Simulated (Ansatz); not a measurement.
# Nudged elastic band run: BrFHSi

The input (input.yaml):

```yaml
crystal:
  periodic: [false, false, false]
  atoms:
    - { symbol: F, position_ang: [-1.090208, -0.287143, 1.099361] }
    - { symbol: Si, position_ang: [-0.286377, -0.257849, -0.327317] }
    - { symbol: Br, position_ang: [1.86279, -0.646773, 0.074972] }
    - { symbol: H, position_ang: [-0.430705, 1.131465, -0.867316] }
magnetization:
  spin_polarized: true
  initial_magnetization: 1
basis:
  gaussian: { orbitals: def2-SVPD }
hamiltonian:
  xc: pbe0
  dispersion: d4
neb:
  order_check: false
  images: 5
  f_tol: 0.05
  max_iterations: 60
  initial_path: idpp
  final_atoms:
    - { symbol: F, position_ang: [-1.18324295, -0.52728693, 0.8987762] }
    - { symbol: Si, position_ang: [-0.02258699, 0.42235975, 0.24044272] }
    - { symbol: Br, position_ang: [1.79896478, -0.81139487, -0.06232718] }
    - { symbol: H, position_ang: [-0.53763485, 0.85602205, -1.09719174] }
```

Command:

```bash
$ ansatz run input.yaml --threads 2 --pin off --max-ram 3072MiB --backend cpu --events-out ev --progress --plain --runs-dir out
```

Output, in part (warnings, iteration lines, the closing report on the highest movable image, with atoms numbered from 0):

```
NEB end point (image 0): max|allowed force component| = 2.347e-3 eV/Å (the criterion of neb.relax_end_points is 1.000e-2)
NEB end point (image 6): max|allowed force component| = 1.579e-3 eV/Å (the criterion of neb.relax_end_points is 1.000e-2)
NEB iter   1: max|band force component| = 1.390e0 eV/Å  barrier→ = 1.0747 eV  barrier← = 1.0747 eV  Δτ_max = 0.0673 Å  (193 SCF iters)
NEB iter   2: max|band force component| = 4.608e-1 eV/Å  barrier→ = 1.0049 eV  barrier← = 1.0049 eV  CI = image 3  Δτ_max = 0.0105 Å  (159 SCF iters)
NEB iter   3: max|band force component| = 1.721e-1 eV/Å  barrier→ = 1.0008 eV  barrier← = 1.0008 eV  CI = image 3  Δτ_max = 0.0040 Å  (148 SCF iters)
NEB iter   4: max|band force component| = 2.133e-2 eV/Å  barrier→ = 1.0000 eV  barrier← = 1.0000 eV  CI = image 3  Δτ_max = 0.0000 Å  (277 SCF iters)
Total energy: -80630.70726241 eV, -2963.1238384372 hartree
Atom 0 at    -1.119139    -0.365888     1.120922 Å, force    -0.012353    -0.002828     0.011334 eV/Å
Atom 1 at    -0.092189     0.113621    -0.054153 Å, force     0.021309    -0.007592    -0.007641 eV/Å
Atom 2 at     1.737260    -1.064984    -0.203373 Å, force    -0.004772     0.003534    -0.000041 eV/Å
Atom 3 at    -0.470432     1.256951    -0.883695 Å, force    -0.004184     0.006887    -0.003653 eV/Å
Dipole moment:     0.084369     0.149327    -0.201674 e Å
```

The run converged. A vibrational analysis at the climbing image gives one clearly imaginary mode, 1129i cm⁻¹: a first-order saddle point.

Final band (atoms are numbered from 1 in the order of the input):

| image | path coordinate (Å) | energy (eV) | height of Si2 over the plane of its neighbours (Å) |
| --- | --- | --- | --- |
| 0 | 0.00 | 0.00 | 0.62 |
| 1 | 0.20 | 0.14 | 0.45 |
| 2 | 0.39 | 0.59 | 0.23 |
| 3 | 0.59 | 1.00 | 0.00 |
| 4 | 0.79 | 0.59 | -0.23 |
| 5 | 0.98 | 0.14 | -0.45 |
| 6 | 1.18 | 0.00 | -0.62 |

Time of the run: 59 s on 2 threads of Intel(R) Xeon(R) Platinum 8488C (Sapphire Rapids), with other jobs on the host, peak memory 0.3 GiB.
